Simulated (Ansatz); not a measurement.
C2H6Mg (SMILES [CH3][Mg][CH3]), singlet, at a GFN2-xTB geometry (such geometries of metal compounds can be far from the true shape); HF/cc-pVDZ run with Ansatz (a first-principles code).

Input for Ansatz:
Ansatz 0.2 input:
```yaml
crystal:
  periodic: [false, false, false]
  atoms:
    - {symbol: Mg, position_ang: [-0.01819889, 0.66989224, 0.10834056]}
    - {symbol: C, position_ang: [1.43542092, -0.14320832, -1.21160084]}
    - {symbol: H, position_ang: [1.86730763, -1.00768391, -0.70053360]}
    - {symbol: H, position_ang: [2.25335339, 0.50190837, -1.53163332]}
    - {symbol: H, position_ang: [0.92848128, -0.51145758, -2.10691079]}
    - {symbol: C, position_ang: [-1.41524937, -0.59434568, 1.09173900]}
    - {symbol: H, position_ang: [-1.51373670, -1.46845797, 0.44255515]}
    - {symbol: H, position_ang: [-2.41245308, -0.18855395, 1.26350581]}
    - {symbol: H, position_ang: [-1.02559520, -0.93913775, 2.05210105]}
basis:
  gaussian:
    orbitals: cc-pVDZ
    point_charges:
      - {charge: -1.0, position_ang: [-0.8928, 5.1257, -1.6577]}
hamiltonian:
  xc: hf
```

It wrote (shortened):

```
Functional definition: HF
684 factors; integrals over basis functions are off by at most 9.5e-4 eV
mean field evaluation 1: about -7584.0315 eV, gradient 3.2e1 eV
mean field evaluation 2: about -7584.0552 eV, gradient 3.2e1 eV
mean field evaluation 4: about -7586.8403 eV, gradient 2.2e0 eV
mean field evaluation 8: about -7586.8673 eV, gradient 6.6e-4 eV
mean field -7586.86726650 eV, -278.8122294804 hartree, gradient 2.3e-5 eV, S^2 0.000000; 0 other end points of the search recorded, 0 dependent functions left out
reference -7586.86726650 eV, -278.8122294804 hartree; 15, 15 occupied and 61, 61 virtual orbitals, 684 factors
Total energy: -7586.86726650 eV, -278.8122294804 hartree
```
